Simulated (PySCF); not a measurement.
Species: PbMe4, C₄H₁₂Pb.
SMILES: `[CH3][Pb]([CH3])([CH3])[CH3]`

Method: PBE0-D3(BJ)/def2-SVP geometry optimisation, gas phase, def2 core potentials past Kr (PySCF 2.14.0).

Masses are those of the commonest isotopes; rigid-rotor values at the optimised geometry. 

**Question.** What are A, B and C (cm⁻¹)?

**Answer.** Ia = 224.14, Ib = 224.30, Ic = 224.92 u·Å²; 505379 MHz·u·Å²/I gives 2255, 2253 and 2247 MHz, that is A = 0.07521, B = 0.07516, C = 0.07495 cm⁻¹.

**Question.** Classify the top.

**Answer.** A spherical top, as the point group T requires three equal moments; the computed ones differ by 0.34 % because the geometry is symmetric only within the optimiser's tolerance.

The point group T allows no dipole (computed: 0.01 D), so a rigid rotor has no electric-dipole lines.

**Question.** Estimate the classical rotational partition function at 10 K, 25 K and 298.15 K.

**Answer.** Point group T, symmetry number σ = 12; q = (√π/σ)·√((kT/h)³/(ABC)), k/h = 20836.6 MHz/K: 131 at 10 K, 520 at 25 K, 21400 at 298.15 K.

PBE0-D3(BJ)/def2-SVP frequencies: not computed here. Constants of a rigid frame at the computed geometry: no zero-point averaging, no centrifugal distortion.
